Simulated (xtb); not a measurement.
ClH6NSSi2, SMILES N[SiH2]S[SiH2]Cl. All values are semi-empirical tight-binding results from xtb (GFN2-xTB unless named), good for trends rather than for accurate numbers. Geometry: GFN2-xTB. This is a generated structure with no PubChem entry under its InChIKey; it may be hypothetical. Other conformers were not sampled.

Computed properties:
```yaml
orbital_gap: 4.53 eV
zero_point_energy: 38.8 kcal/mol
G − E(el) at 298.15 K (modified RRHO): 16.9 kcal/mol
static polarisability (D4 model): 100.6 bohr³
solvation energy, GFN2-xTB/ALPB(water): -2.8 kcal/mol
solvation energy, GFN2-xTB/ALPB(octanol): -6.9 kcal/mol
```
